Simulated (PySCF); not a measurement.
C2H5NO2Si, SMILES C1=NCO[Si@@H]1O.

Geometry: B3LYP-D3(BJ)/def2-SVP. The structure was generated by enumeration; whether it is a known compound was not checked. Other conformers were not sampled.

Method: HF/def2-TZVP run with PySCF.

Gas-phase values at a fixed geometry.

Computed frontier levels, gap, dipole moment and polarisability:
```json
{
  "highest_occupied_level": "-11.12 eV",
  "lowest_empty_level": "2.57 eV",
  "orbital_gap": "13.69 eV",
  "dipole_moment": "1.00 D",
  "quadrupole, principal values (traceless, Buckingham form, about the centre of nuclear charge)": "-11.41, 3.31, 8.09 D·Å",
  "mean_static_polarisability": "52.8 bohr³ (7.83 Å³)",
  "polarisability_principal_values": "44.1, 49.1, 65.3 bohr³"
}
```
